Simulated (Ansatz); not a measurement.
BH$_{6}$InSi, SMILES `B[SiH2][InH2]`, relaxed with RKS PBE0-D4/def2-TZVP in Ansatz from a PBE-D4/def2-SVP geometry. The force threshold is 0.005 eV/Å; the program also tests the step.

Total charge 0; spin multiplicity 1. In takes the def2 core potential.

Start:

```xyz
9

B     0.649    1.158   -0.114
Si   -1.024    0.799    0.718
In    0.362   -1.315   -0.462
H     1.678    1.120    0.540
H     0.685    1.480   -1.291
H    -2.345    0.724   -0.004
H    -1.196    0.297    2.128
H     1.869   -1.564   -1.301
H    -0.679   -2.700   -0.214
```

Q: By how much does the energy fall, and how many steps does the optimiser take? (An estimate is asked.)

A: Ansatz gave: 0.70 kcal/mol, in 6 steps, 2 of them rejected.

Q: Which bonds change most? (An estimate is asked.)

A: The calculation gave: Si2–In3 from 2.789 to 2.737 Å; In3–H8 from 1.743 to 1.720 Å; B1–H5 from 1.221 to 1.199 Å; In3–H9 from 1.749 to 1.728 Å.

Q: Give the relaxed structure. (Estimate.)

A: The calculation gave: 
```xyz
9

B     0.646    1.174   -0.110
Si   -1.008    0.768    0.701
In    0.343   -1.315   -0.452
H     1.658    1.122    0.531
H     0.685    1.481   -1.268
H    -2.311    0.717   -0.012
H    -1.171    0.292    2.100
H     1.831   -1.549   -1.281
H    -0.674   -2.691   -0.209
```
